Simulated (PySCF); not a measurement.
Compound: C4H10N2OSi2.
Atom-mapped SMILES: `[CH3:1][O:2][Si@@H:3]1[CH2:4][C@H:5]([C:6]#[N:7])[SiH2:8][NH:9]1` (hydrogens: H10, H11, H12 on C1; H13 on Si3; H14, H15 on C4; H16 on C5; H17, H18 on Si8; H19 on N9)

All values: PBE0/pcSseg-1 (PySCF, non-relativistic), on one gas-phase PBE0-D3(BJ)/def2-SVP geometry that isn't relaxed in the solvent. The solvent is an IEF-PCM continuum (Bondi radii, 1.10 Å for H, scaled by 1.2). The model holds no explicit solvent molecules, cavitation or dispersion.

Gas phase at PBE0/pcSseg-1: HOMO -7.85 eV, LUMO 0.22 eV, dipole 5.31 D.

Task: What does the continuum do to the energy, the frontier levels and the dipole at PBE0/pcSseg-1 in cyclohexane?

Result: 
```tsv
solvent	ε	E(solvent) − E(gas) (kcal/mol)	polarisation term (kcal/mol)	distortion of the solute (kcal/mol)	HOMO (eV)	LUMO (eV)	dipole (D)
cyclohexane	2.017	-3.70	-3.98	0.28	-7.72	0.34	5.86
```

The first energy column is the sum of the next two and covers electrostatics alone.

Task: Which radius a makes the point-dipole formula ΔE = −[(ε − 1)/(2ε + 1)]·μ²/a³ give the value in cyclohexane, with the gas-phase dipole?

Result: μ = 2.090 au and |ΔE| = 0.00590 Eh give a = 2.81 Å; the farthest nucleus lies 4.30 Å from the centroid of the nuclei, so such a sphere wouldn't even hold the nuclei. The formula assumes a rigid point dipole at the centre of a sphere.

Task: Which Hirshfeld charges (PBE0/pcSseg-1) respond most in cyclohexane (means over atoms taken as equivalent)?

Result: 
```json
{"atoms": "N7", "environment": "nitrile nitrogen", "gas (e)": "-0.240", "solvent (e)": "-0.267", "change": "-0.027"}
{"atoms": "C6", "environment": "nitrile carbon", "gas (e)": "+0.073", "solvent (e)": "+0.080", "change": "+0.007"}
{"atoms": "H16", "environment": "methine hydrogen", "gas (e)": "+0.061", "solvent (e)": "+0.066", "change": "+0.005"}
{"atoms": "H19", "environment": "N–H hydrogen", "gas (e)": "+0.127", "solvent (e)": "+0.132", "change": "+0.005"}
{"atoms": "O2", "environment": "silyl ether oxygen", "gas (e)": "-0.233", "solvent (e)": "-0.238", "change": "-0.005"}
{"atoms": "H15", "environment": "methylene hydrogen", "gas (e)": "+0.046", "solvent (e)": "+0.049", "change": "+0.003"}
{"atoms": "Si8", "environment": "SiH2 silicon", "gas (e)": "+0.388", "solvent (e)": "+0.390", "change": "+0.002"}
{"atoms": "H10/H11/H12", "environment": "methyl hydrogen", "gas (e)": "+0.042", "solvent (e)": "+0.044", "change": "+0.002"}
```

Task: How do the nuclear quadrupole coupling constants eQVzz/h respond in cyclohexane?

Result: 
| nucleus | Q (barn) | gas (MHz) | solvent (MHz) | η gas | η solvent |
| --- | --- | --- | --- | --- | --- |
| 17O at O2 | -0.0256 | -10.52 | -10.45 | 0.36 | 0.36 |
| 14N at N7 | 0.02044 | -4.36 | -4.18 | 0.13 | 0.13 |
| 14N at N9 | 0.02044 | -3.43 | -3.38 | 0.44 | 0.42 |

Hardware: an Arm Neoverse N1 with one thread, on a shared host. Cost: 87 s wall, 1.3 GiB resident at most. This is the whole shielding run at PBE0/pcSseg-1 in cyclohexane, SCF included.
